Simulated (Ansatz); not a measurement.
Reaction (substitution at a C–C bond): `F/C=C(\F)C(F)F` + HCl → `F/C=C(\F)Cl` + difluoromethane

Isolated molecules relaxed with PBE0-D4/def2-TZVP in Ansatz; ΔE leaves out vibrations. CCSD(T)/CBS is the MP2 limit (def2-TZVPP, def2-QZVPP) plus CCSD(T) − MP2 in def2-TZVPP, frozen cores. This one scheme is used for every species. Double bonds are as drawn, so ΔE can hold a change between cis and trans. One conformer a species, not always the lowest.

| species | CCSD(T)/CBS(def2) energy (Eh) |
| --- | --- |
| `F/C=C(\F)C(F)F` | -514.47128 |
| HCl | -460.38127 |
| `F/C=C(\F)Cl` | -736.00915 |
| `FCF` | -238.82660 |

(1) Work out ΔE.

Largest T1 diagnostic among the species: 0.012.

## Answers

(1) ΔE = (-736.00915) + (-238.82660) − (-514.47128) − (-460.38127) = 0.01680 Eh = +44.1 kJ/mol.

From BLYP to BHLYP (50 % exact exchange), in def2-TZVPP and without D4, ΔE moves by +12.3 kJ/mol. At CCSD(T), def2-SVP lies +9.9 kJ/mol from the extrapolated value and def2-TZVPP +2.1 kJ/mol.
